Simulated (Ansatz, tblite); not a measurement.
Spin states of the cluster Rb₄⁻ (the lowest doublet isomer of a short search), each relaxed with PBE/def2-TZVPD in Ansatz. Electronic energies in the gas phase.

In the def2 sets Rb takes a core potential; there is no spin–orbit coupling. The xTB rows come from tblite. B3LYP takes the VWN-RPA correlation. HSE06 is defined as in plane-wave codes, on full-range PBE exchange. Correlated methods freeze no core orbitals; core or outer-core shells of Rb are correlated, in sets that lack core-valence functions. The structure comes from a short search, and lower isomers may exist.

Doublet geometry (D2h within 0.1 Å):

```xyz
4

Rb   -0.400    1.108   -2.186
Rb    0.418   -1.123    2.176
Rb   -2.950   -2.755   -0.837
Rb    2.932    2.770    0.847
```

Quartet geometry (D2h within 0.1 Å):

```xyz
4

Rb   -1.764    1.203   -1.139
Rb    1.755   -1.183    1.173
Rb    2.893    3.161   -1.137
Rb   -2.884   -3.181    1.103
```

⟨S²⟩: doublet 0.81 at PBE0/def2-TZVPD (pure 0.75), quartet 3.77 at PBE0/def2-TZVPD (pure 3.75).

Run but left out: HF/STO-3G, HF/def2-TZVPD, r2SCAN/def2-TZVPD, r2SCAN0/def2-TZVPD, MP2/def2-TZVPD, CCSD/def2-TZVPD, CCSD(T)/def2-TZVPD (doublet: ⟨S²⟩ 1.28 to 1.96, where a pure state has 0.75).

Only these spin states were relaxed.

(1) Estimate which spin state lies lowest at each of these levels, and by how much: GFN1-xTB; GFN2-xTB; PBE/def2-TZVPD; B3LYP/def2-TZVPD; PBE0/def2-TZVPD; HSE06/def2-TZVPD; CAM-B3LYP/def2-TZVPD; RPA@PBE/def2-TZVPD.

Results:

(1) 
| level | quartet − doublet (kJ/mol) | lowest of these | remarks |
| --- | --- | --- | --- |
| GFN1-xTB | 141.6 | doublet | – |
| GFN2-xTB | 168.9 | doublet | – |
| PBE/def2-TZVPD | 33.1 | doublet | HOMO above zero (doublet), HOMO above zero (quartet) |
| B3LYP/def2-TZVPD | 32.8 | doublet | HOMO above zero (quartet) |
| PBE0/def2-TZVPD | 28.9 | doublet | – |
| HSE06/def2-TZVPD | 30.2 | doublet | HOMO above zero (doublet), HOMO above zero (quartet) |
| CAM-B3LYP/def2-TZVPD | 27.9 | doublet | spin-contaminated (⟨S²⟩ 0.86) (doublet) |
| RPA@PBE/def2-TZVPD | 27.5 | doublet | – |

Change of the quartet − doublet gap on mixing in exact exchange, in kJ/mol: PBE to PBE0 (25 % exact exchange) -4.2. The xTB methods have no term that favours high spin, so they put low spin too low.
